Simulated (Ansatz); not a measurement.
`N#[C][Ge]([F])([F])[F]` + `C[SiH2]C` → `C[SiH](C)C#N` + `[F][GeH]([F])[F]` at 400 K and 1 bar (formal exchange of groups at a C–Ge bond).

Isolated molecules relaxed with PBE0-D4/def2-TZVP in Ansatz; ΔE leaves out vibrations. CCSD(T)/CBS adds triple-zeta CCSD(T) − MP2 to the extrapolated MP2 energy (def2 sets, frozen cores). For Ge outer-core shells are correlated without core-valence functions, which leaves a few kJ/mol of doubt a bond. Scalar relativity is left out up to krypton.

```
                 species  CCSD(T)/CBS energy (Eh)  H − E (kJ/mol)  S (J/(mol·K))
`N#[C][Ge]([F])([F])[F]`              -2468.33469            72.3          372.3
              `C[SiH2]C`               -370.01595           264.2          327.2
          `C[SiH](C)C#N`               -462.17463           274.3          387.6
      `[F][GeH]([F])[F]`              -2376.20168            62.9          317.0
```

H − E and S are ideal-gas, rigid-rotor, harmonic terms from PBE0-D4/def2-TZVP. 1 Eh = 2625.50 kJ/mol, R = 8.31446 J/(mol·K).

**Question.** By hand: ΔE, ΔH, ΔS and ΔG.

**Answer.** ΔE = (-462.17463) + (-2376.20168) − (-2468.33469) − (-370.01595) = -0.02567 Eh = -67.4 kJ/mol. Δ(H − E) = 274.3 + 62.9 − 72.3 − 264.2 = 0.7, so ΔH = -66.7 kJ/mol. ΔS = 387.6 + 317.0 − 372.3 − 327.2 = 5.1 J/(mol·K). ΔG = -66.7 − 400 × (5.1)/1000 = -68.7 kJ/mol.

**Question.** By hand: the equilibrium constant, and the temperature at which ΔG would vanish if ΔH and ΔS stayed fixed.

**Answer.** log₁₀ K = −ΔG/(RT ln 10) = 9.0. ΔH and −TΔS have one sign here, so there is no such temperature. One of them is within its doubt of zero, so this could turn.

The number of gas molecules stays the same, so ΔS is small and ΔH decides. A doubt of 5 kJ/mol in ΔE shifts log₁₀ K by 0.7 here. These are equilibria of isolated gas molecules and say nothing of rates. Largest T1 diagnostic: 0.013 (customary marks: 0.02 for closed shells, 0.045 for open ones).
